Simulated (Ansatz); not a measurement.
Cost and result for the atomization energy of C12H10S (`c1ccc(Sc2ccccc2)cc1`) (23 atoms, 24 bonds).

Z-matrix (Å, degrees):
```
C
C 1 1.388
C 1 1.386 2 119.3
H 1 1.083 2 120.4 3 -180.0
C 2 1.383 1 120.5 3 0.1
H 2 1.084 1 120.2 3 180.0
C 3 1.387 1 120.8 2 0.0
H 3 1.084 1 120.1 2 180.0
C 5 1.394 2 120.1 1 -0.1
H 5 1.085 2 120.1 1 179.8
H 7 1.082 3 120.0 1 179.9
S 9 1.764 5 116.3 2 -179.7
C 12 1.767 9 103.0 5 -177.8
C 13 1.391 12 120.0 9 -93.6
C 13 1.391 12 120.1 9 88.2
C 14 1.387 13 120.0 12 -178.6
H 14 1.083 13 119.3 12 1.6
C 15 1.386 13 120.0 12 178.7
H 15 1.083 13 119.3 12 -1.4
C 16 1.387 14 120.1 13 0.1
H 16 1.084 14 119.8 13 180.0
H 18 1.084 15 119.8 13 179.9
H 20 1.084 16 120.0 14 179.9
```

Charge 0, multiplicity 1. All single points use the PBE0-D4/def2-TZVP geometry. It is one conformer, not always the lowest. Program: Ansatz. All runs use 5 threads of an AMD EPYC 7R13 on a shared host and a share of an NVIDIA H100 80 GB. Times are those of one run each, without the atoms' runs, and a repeat can differ threefold. Electronic energies, without spin–orbit coupling; frozen cores. CCSD(T)/CBS adds CCSD(T) − MP2 in def2-TZVPP to the MP2 limit, and its time is that of the two runs behind it. T1 = 0.011; the RHF reference is unstable towards UHF. B3LYP takes the VWN-RPA correlation (the form of Gaussian; ORCA's B3LYP/G).

CCSD(T)/CBS is a level of theory with its own doubt, some kJ/mol a heavy atom from the limit and from the frozen cores, so smaller differences don't rank the functionals.

```
                             level  functions  wall time  atomization (kcal/mol)  difference from CCSD(T)/CBS  per bond
                PBE0-D4/def2-TZVPP        554        7 s                  2728.7                         63.9       2.7
 B3LYP-D4/def2-TZVPP (with forces)        554        9 s                  2681.0                         16.2       0.7
                ωB97X-V/def2-TZVPP        554        9 s                  2674.7                          9.9       0.4
  ωB97M-V/def2-TZVPP (with forces)        554      9.5 s                  2683.0                         18.2       0.8
r2SCAN-D4/def2-TZVPP (with forces)        554      9.6 s                  2700.1                         35.3       1.5
                 B2PLYP/def2-TZVPP        554       11 s                  2654.5                        -10.3      -0.4
   PBE-D4/def2-TZVPP (with forces)        554       11 s                  2784.4                        119.6       5.0
                    MP2/def2-QZVPP       1054       15 s                  2725.3                         60.5       2.5
                CCSD(T)/def2-TZVPP        554    2.1 min                  2600.8                        -64.0      -2.7
                 CCSD(T)/CBS(def2)          –    2.3 min                  2664.8                          0.0       0.0
```

The D4 term adds +31.0 kcal/mol with B3LYP and +16.7 kcal/mol with PBE0; it sums over pairs of atoms, weighted by their polarisabilities, and B3LYP, whose exchange is more repulsive, gets the larger term. In def2-TZVPP, CCSD(T) changes the Hartree–Fock value by +634.3 kcal/mol (the triples alone add +55.7 kcal/mol) and MP2 by +721.4 kcal/mol; breaking electron pairs costs correlation energy, which Hartree–Fock lacks. From PBE to PBE0 (25 % exact exchange), in def2-TZVPP and without D4, the atomization energy moves by −52.8 kcal/mol: exact exchange takes away binding that semilocal exchange gives to molecules.
